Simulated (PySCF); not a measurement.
C2H2F, SMILES C(F)=[CH], multiplicity 2.

Geometry: B3LYP-D3(BJ)/def2-TZVP. The isomer is the one that the SMILES or the coordinates give; other isomers of the formula were not compared.

Two levels are set side by side: PBE/def2-TZVPD (PySCF) and CAM-B3LYP/def2-TZVPD (PySCF). Same geometry, gas phase. Differences are taken from unrounded values.

| quantity | CAM-B3LYP | PBE | PBE minus CAM-B3LYP |
|---|---|---|---|
| α-spin orbital gap (eV) | 10.52 | 5.46 | -5.06 |
| β-spin orbital gap (eV) | 7.56 | 2.60 | -4.96 |
| dipole moment (D) | 1.07 | 0.87 | -0.20 |
| mean polarisability (bohr³) | 26.7 | 27.7 | 1.1 |

Loosely held outer electrons make PBE densities more polarisable. Differences between two approximate levels are no errors against the true value.

Rough cost on one machine, each run with all the roots and properties that it gave: CAM-B3LYP against PBE within a factor of 2.
